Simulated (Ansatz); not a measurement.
`B[CH2][GeH2][Cl]` + H₂ → `B[CH2][GeH3]` + HCl at 600 K and 1 bar (hydrogenolysis of a Ge–Cl bond).

Program: Ansatz. Geometries: PBE0-D4/def2-TZVP. ΔE: electronic, gas phase. CBS: MP2 limit from def2 TZ/QZ plus the TZ coupled-cluster correction, frozen cores. This one scheme is used for every species. For Ge outer-core shells are correlated without core-valence functions, which leaves a few kJ/mol of doubt a bond. Scalar relativity is left out up to krypton. One conformer a species, not always the lowest.

```
           species  CCSD(T)/CBS energy (Eh)  H − E (kJ/mol)  S (J/(mol·K))
`B[CH2][GeH2][Cl]`              -2602.37417           230.3          439.6
                H₂                 -1.17544            43.9          150.8
    `B[CH2][GeH3]`              -2143.14744           239.7          402.3
               HCl               -460.38127            35.4          207.2
```

H − E and S are ideal-gas, rigid-rotor, harmonic terms from PBE0-D4/def2-TZVP, for one conformer and one mirror image of each species. The MP2-based limit puts H₂ 0.8 mEh under its directly extrapolated value; such offsets cancel only in part. 1 Eh = 2625.50 kJ/mol, R = 8.31446 J/(mol·K).

Q: By hand: ΔE, ΔH, ΔS and ΔG.

A: ΔE = (-2143.14744) + (-460.38127) − (-2602.37417) − (-1.17544) = 0.02090 Eh = 54.9 kJ/mol. Δ(H − E) = 239.7 + 35.4 − 230.3 − 43.9 = 0.9, so ΔH = 55.8 kJ/mol. ΔS = 402.3 + 207.2 − 439.6 − 150.8 = 19.1 J/(mol·K). ΔG = 55.8 − 600 × (19.1)/1000 = 44.3 kJ/mol.

Q: By hand: the equilibrium constant, and the temperature at which ΔG would vanish if ΔH and ΔS stayed fixed.

A: log₁₀ K = −ΔG/(RT ln 10) = -3.9. ΔG = 0 at ΔH/ΔS = 2921 K, far beyond where these terms or the molecules hold.

ΔH outweighs TΔS. A doubt of 5 kJ/mol in ΔE shifts log₁₀ K by 0.4 here. Other conformers and mirror images would add mixing entropy, several J/(mol·K) or more a flexible species. Modes under 60 cm⁻¹, often nearly free rotors, make the harmonic entropy too high. These are equilibria of isolated gas molecules and say nothing of rates. Largest T1 diagnostic: 0.011 (customary marks: 0.02 for closed shells, 0.045 for open ones).
